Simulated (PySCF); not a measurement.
Delta-SCF ions had no search for a lower state. 

**H₂FOSi, SMILES `[O-][SiH2]F` (charge -1, multiplicity 1)**

These are CAM-B3LYP-D3(BJ)/def2-TZVPD (PySCF 2.14.0) values and carry that method's errors.

The HOMO comes out as -3.03 eV, the vertical detachment energy (Delta-SCF) is 3.96 eV and the total energy comes out as -465.9687 Ha. The cost comes out as very roughly 28 core-seconds.

```xyz
5

O      1.4438    -0.7806    -0.2038
Si     0.1146    -0.0140    -0.0076
F     -1.2649    -0.9105    -0.1056
H     -0.1995     1.0625    -1.0197
H     -0.0940     0.6425     1.3368
```
Charge -1, spin multiplicity 1.
